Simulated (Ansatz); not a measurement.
`[SiH3]/C=C1C=N\1`, relaxed with RKS PBE-D4/def2-SVP in Ansatz 0.2.0 from a rough embedded geometry. The force threshold is 0.03 eV/Å; the program also tests the step.

Total charge 0; spin multiplicity 1.

Start:

```xyz
10

Si   -1.518    0.541   -0.297
C    -0.341   -0.512    0.487
C     0.937   -0.457    0.256
C     2.337   -0.302   -0.094
N     2.054   -1.186    0.694
H    -2.239    1.405    0.745
H    -2.496   -0.183   -1.074
H    -0.780    1.536   -1.193
H    -0.755   -1.245    1.221
H     2.801    0.403   -0.745
```

```csv
step,energy (eV),largest force (eV/Å),largest move (Å)
1,-12540.0448,5.461,0.000
2,-12540.6609,3.406,0.120
3,-12540.9072,1.443,0.184
4,-12541.0540,1.153,0.200
5 (rejected),-12540.9771,1.337,0.200
6,-12541.1157,0.139,0.098
7 (rejected),-12541.0971,0.400,0.100
8,-12541.1207,0.034,0.032
9,-12541.1211,0.028,0.016
```

End:

```xyz
10

Si   -1.539    0.607   -0.294
C    -0.378   -0.579    0.561
C     0.943   -0.561    0.344
C     2.196   -0.194   -0.166
N     2.229   -1.174    0.682
H    -2.298    1.454    0.696
H    -2.563   -0.118   -1.130
H    -0.741    1.515   -1.192
H    -0.761   -1.331    1.274
H     2.913    0.380   -0.775
```

It took 18 s on 2 threads of an Arm Neoverse V1 on a shared host, with 0.18 GiB of host memory at the peak.
